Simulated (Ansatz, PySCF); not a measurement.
Spin states of O2Os (SMILES [O]=[Os]=[O]), each relaxed with B3LYP-D3(BJ)/def2-TZVP.
State 1 (charge 0, multiplicity 3):
```xyz
3

Os     0.25808    -0.20652     0.26031
O      1.04510     0.31357    -1.14851
O     -1.33635    -0.05968     0.81788
```
State 2 (charge 0, multiplicity 5):
```xyz
3

Os     0.3456    -0.2788     0.3525
O      0.9527     0.3421    -1.1545
O     -1.3314    -0.0159     0.7316
```

Singlets are restricted, other states unrestricted; no spin–orbit coupling, no relativity up to Kr; see below for the cores. The largest T1 diagnostic is 0.058.

Correlated levels freeze the inner cores; with def2 sets outer-core shells near the valence are correlated too.

Programs: Ansatz (a quantum-chemistry and plane-wave program) with Gaussian orbitals; PySCF for the dispersion terms. Each number belongs to the level named beside it. In def2 rows elements past Kr take small-core potentials, without spin–orbit coupling.

PBE/def2-TZVPP gives 1.114 eV for the energy of the multiplicity-5 state less that of the multiplicity-3 state.

**Question.** How do the other levels lie against it? Give each less PBE: PBE-D3(BJ)/def2-TZVPP, r2SCAN/def2-TZVPP, PBE0/def2-TZVPP, wB97M-V/def2-TZVPP, B2PLYP/def2-TZVPP.

**Answer.** PBE-D3(BJ)/def2-TZVPP 0.000; r2SCAN/def2-TZVPP -0.200; PBE0/def2-TZVPP -0.182; wB97M-V/def2-TZVPP -0.029; B2PLYP/def2-TZVPP 0.102 eV. 1 of 5 lie above PBE; the widest gap is to r2SCAN/def2-TZVPP.
